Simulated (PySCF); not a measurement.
## Calculated data, BH$_{3}$NO

Calculation on a computer-drawn molecule: vertical ionisation energy to the stated ion spin, frozen-core CCSD(T) at the basis limit and cheaper methods, single-reference cases, UHF for radicals, no spin-orbit; all values are single points at the evaluated structure, the first of each entry, which is the reference or a displaced copy of it and isn't optimised; the reference structure only sets the zero of the energies above reference; triples share is (T) over the correlation energy. Program: PySCF 2.14.0.

Common to all runs: charge 1; multiplicity 1; ion multiplicity 2; diffuse functions no; basis cc-pVnZ; reference is the Hartree-Fock double-zeta minimum; best is HF at quadruple zeta + MP2 correlation extrapolated from triple and quadruple zeta + CCSD(T) minus MP2 at triple zeta; basis step is the size of the change from the same recipe one zeta lower.

(1) 
```xyz
6
formula=BH3NO ionisation_energy_best=17.81 ionisation_energy_basis_step=0.03782 energy_above_reference_best=44.02 energy_above_reference_basis_step=0.5954 ionisation_energy_Koopmans_at_triple_zeta=18.44 ionisation_energy_EOM_CCSD_at_triple_zeta=17.7 total_energy_HF_triple_zeta=-155.5503 total_energy_CCSD(T)_triple_zeta=-156.1061 total_energy_best=-156.1853 T1_diagnostic_at_triple_zeta=0.01353 D1_diagnostic_at_triple_zeta=0.04 ion_T1_diagnostic_at_triple_zeta=0.01629 ion_D1_diagnostic_at_triple_zeta=0.05869 ion_spin_squared_at_triple_zeta=0.7598 triples_share_at_triple_zeta=0.03676 basis_functions_triple_zeta=132
N      0.2930    -0.6867     1.6842
B     -0.9731    -0.4574     1.0884
O     -1.8339    -0.4700     0.3593
H      0.7602    -1.4671     1.9334
H      0.5817     0.2779     2.1997
H     -2.8743    -0.5992     0.6726
```

Units: ionisation_energy_best, ionisation_energy_basis_step, ionisation_energy_Koopmans_at_triple_zeta, ionisation_energy_EOM_CCSD_at_triple_zeta in eV; energy_above_reference_best, energy_above_reference_basis_step in kcal/mol; total_energy_HF_triple_zeta, total_energy_CCSD(T)_triple_zeta, total_energy_best in hartree.

Reference structure:
```xyz
6
BH3NO
N      0.2221    -0.5950     1.7700
B     -0.8870    -0.5336     1.0461
O     -1.8982    -0.4616     0.3025
H      0.7377    -1.4509     1.8994
H      0.6243     0.2150     2.2142
H     -2.8101    -0.5731     0.5663
```

Drawn bonds:
```tsv
atom	other atom	order
1	2	1
2	3	1
1	4	1
1	5	1
3	6	1
```

Triple zeta:
```tsv
method	ionisation energy (eV)	energy above reference (kcal/mol)
HF	16.18	47.7
PBE	17.76	42.56
r2SCAN	17.6	43.82
B3LYP	17.77	43.57
wB97X	17.7	44.82
MP2	17.76	44.88
CCSD	17.57	45.11
CCSD(T)	17.66	44.72
```

(2) 
```xyz
6
formula=BH3NO
N      0.2930    -0.6867     1.6842
B     -0.9731    -0.4574     1.0884
O     -1.8339    -0.4700     0.3593
H      0.7602    -1.4671     1.9334
H      0.5817     0.2779     2.1997
H     -2.8771    -0.5996     0.6735
```

Reference structure:
```xyz
6
BH3NO
N      0.2221    -0.5950     1.7700
B     -0.8870    -0.5336     1.0461
O     -1.8982    -0.4616     0.3025
H      0.7377    -1.4509     1.8994
H      0.6243     0.2150     2.2142
H     -2.8101    -0.5731     0.5663
```

Drawn bonds:
```tsv
atom	other atom	order
1	2	1
2	3	1
1	4	1
1	5	1
3	6	1
```

(3) 
```xyz
6
formula=BH3NO
N      0.2930    -0.6867     1.6842
B     -0.9731    -0.4574     1.0884
O     -1.8339    -0.4700     0.3593
H      0.7602    -1.4671     1.9334
H      0.5817     0.2779     2.1997
H     -2.9494    -0.6086     0.6952
```

Reference structure:
```xyz
6
BH3NO
N      0.2221    -0.5950     1.7700
B     -0.8870    -0.5336     1.0461
O     -1.8982    -0.4616     0.3025
H      0.7377    -1.4509     1.8994
H      0.6243     0.2150     2.2142
H     -2.8101    -0.5731     0.5663
```

Drawn bonds:
```tsv
atom	other atom	order
1	2	1
2	3	1
1	4	1
1	5	1
3	6	1
```

Q: Estimate the ionisation energy best of BH$_{3}$NO (entry 2).
A: 17.81 eV

Q: Estimate the ionisation energy basis step of BH$_{3}$NO (entry 2).
A: 0.0378 eV

Q: Estimate the energy above reference best of BH$_{3}$NO (entry 2).
A: 44.3 kcal/mol

Q: BH$_{3}$NO (entry 3): ion T1 diagnostic at triple zeta?
A: 0.01663

Q: Give the missing total energy HF triple zeta for BH$_{3}$NO (entry 3).
A: -155.5346 hartree

Q: What energy above reference basis step does the calculation give for BH$_{3}$NO (entry 3)?
A: 0.5549 kcal/mol

Q: BH$_{3}$NO (entry 3): ionisation energy best?
A: 17.72 eV

Further results for BH$_{3}$NO (entry 2):

| Quantity | Value |
| --- | --- |
| energy above reference basis step | 0.593 kcal/mol |
| ionisation energy Koopmans at triple zeta | 18.44 eV |
| ionisation energy EOM CCSD at triple zeta | 17.69 eV |
| total energy HF triple zeta | -155.5497 hartree |
| total energy CCSD(T) triple zeta | -156.1056 hartree |
| total energy best | -156.1849 hartree |
| T1 diagnostic at triple zeta | 0.01354 |
| D1 diagnostic at triple zeta | 0.04002 |
| ion T1 diagnostic at triple zeta | 0.0163 |
| ion D1 diagnostic at triple zeta | 0.05874 |
| ion spin squared at triple zeta | 0.7598 |
| triples share at triple zeta | 0.03678 |
| basis functions triple zeta | 132 |

Triple zeta:
```tsv
method	ionisation energy (eV)	energy above reference (kcal/mol)
HF	16.18	48.03
PBE	17.75	42.8
r2SCAN	17.6	44.08
B3LYP	17.77	43.83
wB97X	17.69	45.09
MP2	17.75	45.16
CCSD	17.57	45.39
CCSD(T)	17.66	45
```

Further results for BH$_{3}$NO (entry 3):

| Quantity | Value |
| --- | --- |
| ionisation energy basis step | 0.03709 eV |
| energy above reference best | 52.32 kcal/mol |
| ionisation energy Koopmans at triple zeta | 18.35 eV |
| ionisation energy EOM CCSD at triple zeta | 17.6 eV |
| total energy CCSD(T) triple zeta | -156.0928 hartree |
| total energy best | -156.1721 hartree |
| T1 diagnostic at triple zeta | 0.01387 |
| D1 diagnostic at triple zeta | 0.04068 |
| ion D1 diagnostic at triple zeta | 0.05991 |
| ion spin squared at triple zeta | 0.7599 |
| triples share at triple zeta | 0.03725 |
| basis functions triple zeta | 132 |

Triple zeta:
```tsv
method	ionisation energy (eV)	energy above reference (kcal/mol)
HF	16.08	57.49
PBE	17.67	49.91
r2SCAN	17.51	51.81
B3LYP	17.67	51.47
wB97X	17.6	53.18
MP2	17.66	53.14
CCSD	17.47	53.64
CCSD(T)	17.56	53.03
```
